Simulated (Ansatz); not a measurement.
Mulliken charges of `[PH2][Al]1[BH][CH2]1` from ωB97M-V/def2-TZVPP in Ansatz (PBE0-D4/def2-TZVP geometry).

```
atom   x (Å)   y (Å)   z (Å)  charge (e)
  P1  -0.804   2.145  -0.895      -0.228
 Al2   0.516   0.249  -0.554       0.102
  B3   1.221  -1.357   0.324      -0.025
  C4   0.110  -0.934   1.174      -0.340
  H5  -0.254   2.322  -2.196       0.062
  H6  -1.867   1.325  -1.372       0.080
  H7   1.925  -2.309   0.335       0.106
  H8  -0.495   0.000   1.130       0.116
  H9  -0.265  -1.486   2.037       0.126
```

**Question.** By hand: the dipole of these point charges (1 e Å = 4.8032 D).

**Answer.** Σ q r = (0.116, -0.294, -0.082) e Å, of length 0.327 e Å = 1.57 D.

**Question.** How does the dipole of the full density compare? (An estimate is asked.)

**Answer.** The calculation gave: (-0.196, 0.289, -0.243) e Å, 2.04 D; the point charges give 0.77 times that, at 129° from its direction, so they point the opposite way.

Point charges leave out the atoms' own dipoles, such as those of lone pairs, and Mulliken's split depends on the basis, so the two needn't agree.
